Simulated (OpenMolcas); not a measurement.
**5d² along the 70-electron sequence**

* Program: OpenMolcas 26.06
* Method: SS-RASPT2, IPEA 0.25 Eh, imaginary shift 0.1 Eh
* Basis: ANO-RCC-VTZP
* Scalar Hamiltonian: DKH2, point nucleus
* Spin-orbit coupling: RASSI with atomic mean-field integrals over the reference wave functions, term energies averaged over their components

Active space for each ion: 8 electrons in 8 orbitals (RAS1 5p, at most 2 holes; RAS2 5d); closed shells correlated by CASPT2: 5s.

Computed levels in cm-1 above ³F₂:

```csv
Level,Hf2+,Ta3+,W4+,Re5+,Os6+,Ir7+
³F₃,3450,5240,6910,8770,11120,13590
³F₄,6700,9680,12570,15630,19230,22950
³P₀,9680,11960,13570,15090,16510,17910
³P₁,11600,14830,17530,20320,23440,26650
³P₂,15360,19360,24210,29220,34950,40950
¹G₄,15480,19950,23940,28120,32870,38190
¹S₀,29250,36910,44860,52060,59220,66980
weight of ³F in the lowest level (%),94,88,88,88,86,85
```

Mixed levels, with the weight of the term that names them: Hf2+ ³P₂ (63 %), W4+ ³P₂ (67 %), Re5+ ³P₂ (62 %), Os6+ ³P₂ (59 %), Ir7+ ³P₂ (56 %).

Measured, with the error of the calculation in %. Measured levels: W4+ from the list in J. Phys. B 45, 065001 (2012); Os6+, Ir7+ from van het Hof, Joshi, Wyart and Sugar, J. Res. Natl. Inst. Stand. Technol. 100, 687 (1995).

```json
{"Level": "³F₃", "W4+": "", "Os6+": "10308 (+7.9)", "Ir7+": "12672 (+7.2)"}
{"Level": "³F₄", "W4+": "11519 (+9.1)", "Os6+": "", "Ir7+": "21615 (+6.2)"}
{"Level": "³P₀", "W4+": "12839 (+5.7)", "Os6+": "15837 (+4.3)", "Ir7+": "17254 (+3.8)"}
{"Level": "³P₁", "W4+": "16331 (+7.3)", "Os6+": "22098 (+6.1)", "Ir7+": "25221 (+5.7)"}
{"Level": "³P₂", "W4+": "22615 (+7.0)", "Os6+": "33127 (+5.5)", "Ir7+": "38878 (+5.3)"}
{"Level": "¹G₄", "W4+": "22346 (+7.1)", "Os6+": "31274 (+5.1)", "Ir7+": "36253 (+5.3)"}
{"Level": "¹S₀", "W4+": "43110 (+4.1)", "Os6+": "57710 (+2.6)", "Ir7+": "65022 (+3.0)"}
```

The fine-structure level ³F₄ changes by a factor of 3.43 from Hf2+ to Ir7+. Its fourth root runs 9.05, 9.92, 10.59, 11.18, 11.78, 12.31, with steps per unit of Z of 0.87, 0.67, 0.59, 0.59, 0.53; equal steps would mean a (Z - σ)^4 law with constant σ.

³P₀ changes by a factor of 1.85 over the same range, with steps per unit of Z of +2280, +1610, +1520, +1420, +1400 cm-1.

CASPT2 breaks the degeneracy within a term, and the mean is taken; among the terms shown or strongly mixed into the levels shown the widest spread is 380 cm-1 (5d² ¹G, Hf2+). Active for correlation alone: 5p; no level in the range computed is led by a configuration that opens it, so any true level of that kind is missing. Measured partners are found by configuration, term and J. A level has none where our copy of the source lacks it or the pairing is in doubt (some pairs that miss far off the trend of their configuration count as doubtful), and it then counts in no deviation. Only configurations of the active space appear.
